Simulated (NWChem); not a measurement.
System: NH₄ cation; SMILES [NH4+]

```xyz
5

N      0.0000     0.0000     0.0000
H     -0.5910    -0.5910    -0.5910
H      0.5910     0.5910    -0.5910
H     -0.5910     0.5910     0.5910
H      0.5910    -0.5910     0.5910
```
Atoms are numbered in this order, from 1.

Coordinates come from a PBE0-D3(BJ)/def2-TZVP optimisation.

### Question
List the 4 lowest vertical singlet excitations and the 4 lowest triplet ones from Hartree-Fock/def2-SVP, CIS (NWChem).

### Answer
```
state  energy (eV)  oscillator strength  leading excitation (squared amplitude)
-----  -----------  -------------------  --------------------------------------
S1           16.62                0.299                    HOMO−1 → LUMO (0.51)
S2           16.62                0.299                    HOMO−2 → LUMO (0.76)
S3           16.62                0.299                      HOMO → LUMO (0.49)
S4           18.55                0.000                  HOMO−2 → LUMO+3 (0.45)
T1           14.73       spin-forbidden                      HOMO → LUMO (0.34)
T2           14.73       spin-forbidden                    HOMO−2 → LUMO (0.41)
T3           14.73       spin-forbidden                    HOMO−1 → LUMO (0.37)
T4           14.89       spin-forbidden                  HOMO−2 → LUMO+1 (0.27)
```
